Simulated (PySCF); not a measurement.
**Dipole moment and polarisability of `F/C([SiH3])=P\c1ccsc1`**

Species: C5H6FPSSi.
Cartesian coordinates in Å at the GFN2-xTB level; atoms count from 1:
```xyz
15
C5H6FPSSi angstrom
F      0.9719   -0.1824    1.0557
C      1.5176   -0.1320   -0.1897
Si     3.4094   -0.0434   -0.2050
P      0.5235   -0.1267   -1.5534
C     -1.1251   -0.1551   -0.7651
C     -1.8778    1.0219   -0.5029
C     -3.0662    0.7522    0.0873
S     -3.3072   -0.9338    0.3263
C     -1.7801   -1.2833   -0.3769
H      3.9243   -1.2040    0.5225
H      3.8013   -0.0462   -1.6111
H      3.8092    1.1884    0.4783
H     -1.5289    2.0121   -0.7391
H     -3.8247    1.4411    0.4024
H     -1.4516   -2.3009   -0.4569
```

Level: CAM-B3LYP/def2-SVPD (PySCF), static field, nuclei fixed, core orbitals frozen in the response. The polarisability tensor in these axes (au):

```
x   178.00   5.10  -5.01
y     5.10 109.75  -2.91
z    -5.01  -2.91 104.84
```

Q: Diagonalise the tensor; give its mean and Δα, where Δα² is half the sum of the squared differences of the eigenvalues.

A: Principal values 103.40, 110.44 and 178.75 au; mean 130.86 au = 19.39 Å³ = 21.58 × 10⁻⁴⁰ C²·m²/J; Δα = 72.08 au (55 % of the mean).

Q: What is the dipole moment, and where does it point?

A: (0.27, 0.31, -0.16) D, 0.44 D in size, pointing from the negative to the positive side. Measured along this direction, the outermost atoms are S8 at the negative end and H12 at the positive end.

Q: In a dilute gas of rigid molecules at 298 K, how does the orientational term μ²/3kT compare with the electronic polarisability?

A: In Gaussian units μ²/3kT = 1.60 Å³ against 19.39 Å³, a ratio of 0.08; the Debye molar polarisation (4π/3)N_A(α + μ²/3kT) is 52.9 cm³/mol, leaving out the vibrational part.

Q: Refractivity n − 1 of an ideal gas of it at 298.15 K and 1 atm, from the electronic α?

A: N = p/kT = 2.4615 × 10¹⁹ cm⁻³, so n − 1 = 2π × N × 19.39 × 10⁻²⁴ cm³ = 2999 × 10⁻⁶ at long wavelengths, for an ideal gas.

Q: What molar refraction does this α imply?

A: Lorentz–Lorenz: R = (4π/3)N_A α = 2.5225 cm³/(mol·Å³) × 19.39 Å³ = 48.9 cm³/mol, in the limit of long wavelengths.

The structure is a single GFN2-xTB conformer in the gas phase; no vibrational or solvent corrections. GFN2-xTB frequencies show an imaginary mode (34i cm⁻¹), so this geometry is no minimum at that level.
